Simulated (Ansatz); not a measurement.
Reaction (SMILES): F[SiH](F)F [trifluorosilane] + 2 [SiH4] (SiH4) -> 3 F[SiH3] [fluorosilane]
Geometries: B3LYP-D3(BJ)/def2-TZVP minima from Ansatz (a first-principles code).

Quantity: bond separation energy (electronic energy difference), in kcal/mol. Cores are frozen in the correlated levels unless marked. No spin-orbit coupling. No relativistic terms. Basis-set limits of correlation are two-point, X^-3; Hartree-Fock from the larger set.

| level | program | bond separation energy (kcal/mol) | minus last row |
|---|---|---|---|
| HF/aug-cc-pV(D+d)Z | Ansatz | 10.1 | -4.5 |
| HF/cc-pV(T+d)Z | Ansatz | 13.0 | -1.6 |
| SVWN5/def2-TZVPD | Ansatz | 17.4 | 2.8 |
| revPBE-D4/def2-TZVPD | Ansatz + dftd4 | 14.8 | 0.2 |
| r2SCAN-D3(BJ)/def2-TZVPD | Ansatz + dftd3 | 15.6 | 1.0 |
| PBE0/def2-TZVP | Ansatz | 15.1 | 0.5 |
| r2SCAN0/def2-TZVPD | Ansatz | 15.6 | 1.0 |
| CAM-B3LYP-D3(BJ)/def2-TZVPD | Ansatz + dftd3 | 13.6 | -1.0 |
| PBE-QIDH/def2-TZVPD | Ansatz | 14.6 | 0.0 |
| RI-MP2/CBS(aug-cc-pV(T+d)Z,aug-cc-pV(Q+d)Z) | Ansatz | 13.6 | -1.0 |
| CCSD/cc-pV(D+d)Z | Ansatz | 14.3 | -0.3 |
| CCSD(T)/aug-cc-pV(T+d)Z | Ansatz | 14.7 | 0.1 |
| CCSD(T)/cc-pwCVTZ | Ansatz | 16.0 | 1.4 |
| CCSD(T)/cc-pV(Q+d)Z | Ansatz | 15.0 | 0.4 |
| CCSD(T)/CBS(cc-pV(T+d)Z,cc-pV(Q+d)Z) | Ansatz | 14.6 | 0.0 |
